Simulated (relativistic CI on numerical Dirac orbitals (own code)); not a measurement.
Computed by Dirac-Coulomb-Breit CI, separate exchange-only KLI orbitals for each configuration, QED by a radiative potential, unscaled Slater integrals (own radial code, finite nucleus).

The strongest absorption lines from the ground level of an ion, among the configurations computed and to levels below about 310 eV (vacuum wavelength in Å, gf): 46.618 (0.21), 47.048 (0.85), 47.304 (0.27), 47.405 (0.57), 47.960 (0.25), 75.068 (1.9), 78.954 (0.99), 82.082 (1.2).

Question: Which ion is it?
A. Tc¹⁷⁺
B. Rh¹⁹⁺
C. Nb¹⁷⁺
D. Nb¹⁵⁺

Answer: D. Nb¹⁵⁺ has 26 electrons and the ground level 3s2.3p6.3d8 3F_4; the strongest line goes to 3s2.3p5.3d9 3D°_3. The pattern of lines fixes the number of electrons, and along that sequence the line energies rise steadily with the charge (about as its square where n changes within one kind of shell, about linearly where n is kept but much faster in heavy ions where fine structure, which grows about as Z⁴, sets the gap, and irregularly where shells cross), which fixes Z. Configurations outside the model, such as inner-shell arrays, can give stronger lines. At this charge energies of transitions that change n are usually good to better than 1 %, and those within a shell (Δn = 0) to a few per cent. Terms inside the open d or f shell come out 10 to 20 % too wide with unscaled integrals.

LS names give the leading component of a level, which can be under half, so a name can repeat, a term be missing and a line seem to break the LS rules.
